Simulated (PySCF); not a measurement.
**Lu⁶⁵⁺ (lutetium, charge +65): Hartree-Fock from Schrödinger to Dirac-Coulomb-Breit**

Occupied: 1s1/2, 2s1/2, 2p1/2. Hartree-Fock calculated with PySCF 2.14 in an uncontracted even-tempered set (16 s from 16 bohr⁻², ratio 2.7; 13 p from 19 bohr⁻², ratio 2.7), Gaussian nucleus throughout. NR is non-relativistic, sf-X2C the spin-free one-electron X2C Hamiltonian, X2C adds the bare one-electron spin-orbit term, X2C-SNSO screens it by Boettger's factors, DC is four-component Dirac-Coulomb, and the Gaunt and Breit terms are added at first order (total energies over the DC spinors, levels after relaxing the spinors in that mean field). QED terms are absent. Levels marked empty are virtual spinors of this ion.

```tsv
Hamiltonian	E (hartree)	E − E(DC) (hartree)	CPU seconds
X2C	-7935.6628	1.7565	0.26
X2C-SNSO	-7933.5167	3.9026	0.29
DC	-7937.4193	0.0000	11
DC+Gaunt	-7928.3341	9.0852	24
DC+Breit	-7928.7994	8.6199	73
```

| level (eV) | X2C | X2C-SNSO | DC | DC+Gaunt | DC+Breit |
| --- | --- | --- | --- | --- | --- |
| 1s1/2 | -70633.6 | -70635.7 | -70693.6 | -70511.4 | -70517.4 |
| 2s1/2 | -17010.0 | -17010.6 | -17018.7 | -16999.7 | -17001.4 |
| 2p1/2 | -16786.0 | -16757.2 | -16765.5 | -16726.3 | -16730.7 |
| 2p3/2 (empty) | -15212.4 | -15222.4 | -15224.0 | -15205.4 | -15209.7 |
| 3s1/2 (empty) | -7108.6 | -7108.8 | -7110.8 | -7105.5 | -7106.2 |

Weight of the small component: 1s1/2 0.0714, 2s1/2 0.0171, 2p1/2 0.0171, 2p3/2 0.0156, 3s1/2 0.00714.

Koopmans' value for the highest occupied level at DC+Breit: 16730.7 eV, against an ionisation energy of 16730 ± 30 eV (theoretical estimate listed by NIST; NIST Atomic Spectra Database, ionization energies); the former lacks relaxation, correlation, QED and recoil.

The whole ladder took 110 s of wall time on 1 thread of Intel(R) Xeon(R) Platinum 8259CL CPU @ 2.50GHz (shared host), launched as `OMP_NUM_THREADS=1 python relrun2.py TASK.json OUT` (a driver that calls PySCF for each Hamiltonian).
